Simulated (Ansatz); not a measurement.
Calculated with Ansatz (gas phase, PBE0-D4/def2-TZVP geometries, no zero-point term in ΔE). CBS: MP2 limit from def2 TZ/QZ plus the TZ coupled-cluster correction, frozen cores. This one scheme is used for every species. DFT in def2-TZVPP. B3LYP here is the variant with VWN-RPA as its local correlation; programs differ in this. One conformer a species, not always the lowest.

`C[SiH2]B(F)Cl` + HCl → `FB(Cl)Cl` + `C[SiH3]`  (cleavage of the B–Si bond)

| level | ΔE (kcal/mol) | difference from CCSD(T)/CBS |
| --- | --- | --- |
| PBE-D4 | -21.4 | 0.8 |
| PBE0-D4 | -22.2 | 0.0 |
| B3LYP-D4 | -22.8 | -0.6 |
| ωB97X-V | -22.8 | -0.6 |
| ωB97M-V | -23.7 | -1.5 |
| B2PLYP | -24.1 | -1.9 |
| PBE | -22.1 | 0.1 |
| r2SCAN | -23.9 | -1.7 |
| PBE0 | -22.8 | -0.6 |
| HF/def2-TZVPP | -25.6 | -3.4 |
| SCS-MP2/def2-TZVPP | -24.6 | -2.4 |
| HF/def2-QZVPP | -25.6 | -3.4 |
| SCS-MP2/def2-QZVPP | -24.3 | -2.1 |
| HF/CBS(def2) | -25.6 | -3.4 |
| MP2/CBS(def2) | -24.2 | -2.0 |
| CCSD/CBS(def2) | -22.4 | -0.2 |
| CCSD(T)/CBS | -22.2 | 0 |

Largest T1 diagnostic among the species: 0.013.

In def2-TZVPP, CCSD(T) changes the Hartree–Fock value by +2.9 kcal/mol (the triples alone add +0.2 kcal/mol) and MP2 by +0.9 kcal/mol. The D4 term adds +0.9 kcal/mol with B3LYP and +0.6 kcal/mol with PBE0; it sums over pairs of atoms, weighted by their polarisabilities, and B3LYP, whose exchange is more repulsive, gets the larger term.
